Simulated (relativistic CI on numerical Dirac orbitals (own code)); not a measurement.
# V5+ in a cubic cluster: L2,3 absorption with charge transfer

Computed with a charge-transfer multiplet model of a cubic metal-ligand cluster with up to 2 ligand holes, Slater and spin-orbit integrals from Dirac-Coulomb-Breit ions, Slater integrals scaled by 0.8. The ground state mixes d0 with configurations of k ligand holes L, whose averages lie at kΔ + k(k − 1)U_dd/2; a core hole lowers each added d electron by U_cd. 300 K, Lorentzian 0.4 eV and Gaussian 0.3 eV FWHM.

Atomic integrals in eV (Slater integrals scaled, ζ unscaled), ground: F2dd 8.057, F4dd 5.049, zeta_d 0.024; with the core hole: F2dd 8.057, F4dd 5.049, zeta_d 0.047, zeta_core 4.606, F2cd 5.989, G1cd 4.613, G3cd 2.623. Where a configuration has fewer than two d electrons, the dd integrals are those of d2.

Cluster parameters (eV): Δ = -0.3, U_dd = 5, U_cd = 6.1, 10Dq(ligand) = 0.2, V(eg) = 2.45, V(t2g) = -1.12, final-state hopping factor = 1.

| Case | n_d | d0 | d1L | d2L2 | S |
| --- | --- | --- | --- | --- | --- |
| 10Dq = -0.35 eV | 0.95 | 0.25 | 0.56 | 0.19 | 0.00 |
| 10Dq = 0.25 eV | 0.93 | 0.25 | 0.56 | 0.19 | 0.00 |
| 10Dq = 1.15 eV | 0.92 | 0.26 | 0.56 | 0.18 | 0.00 |

Weights, n_d and S are thermal averages at 300 K. Photon energies count from the first peak over 30 % of the highest in each spectrum, which can be another peak from case to case. The parameters are a model scan and need not match a compound or its usual spin state. A negative ionic 10Dq is a model choice; hopping adds the covalent part of the field. Peaks in eV (height, largest 100):
- 10Dq = -0.35 eV: 0.0 (62), 1.3 (10), 2.1 (10), 3.2 (10), 5.2 (8), 7.0 (100), 9.3 (7)
- 10Dq = 0.25 eV: -1.8 (6), 0.0 (62), 2.9 (13), 5.5 (17), 7.0 (100), 8.8 (9)
- 10Dq = 1.15 eV: -2.3 (23), 0.0 (68), 2.0 (20), 5.0 (48), 7.0 (100)

Curve for 10Dq = 1.15 eV (points under 2 left out, the grid thinned):

```csv
E (eV),Intensity
-4.4,2.0
-4.0,2.3
-3.6,3.1
-3.2,3.2
-2.8,6.7
-2.5,18.7
-2.1,16.1
-1.7,6.2
-1.3,6.1
-0.9,12.3
-0.5,37.4
-0.1,67.2
0.3,54.0
0.7,23.1
1.0,15.3
1.4,14.3
1.8,18.5
2.2,19.3
2.6,17.1
3.0,9.0
3.4,8.4
3.8,10.5
4.2,12.3
4.5,20.7
4.9,45.0
5.3,33.8
5.7,21.3
6.1,35.6
6.5,73.8
6.9,97.7
7.3,75.7
7.6,40.6
8.0,24.1
8.4,20.9
8.8,13.3
9.2,8.4
9.6,7.6
10.0,6.7
10.4,5.0
10.8,3.7
11.1,3.3
11.5,2.6
11.9,2.4
16.4,2.4
16.8,2.3
```

A d0 ion has no d-d gap: its lowest excitations are ligand-to-metal charge transfer. With the core hole the configuration with one ligand hole lies at Δ + U_dd − U_cd = -1.4 eV from the one without, against Δ in the ground state.

With at most 2 ligand holes the space is cut while the next configuration still counts, so covalency is underestimated, and a final configuration with one more ligand hole, which can lie low, is missing from the spectra.
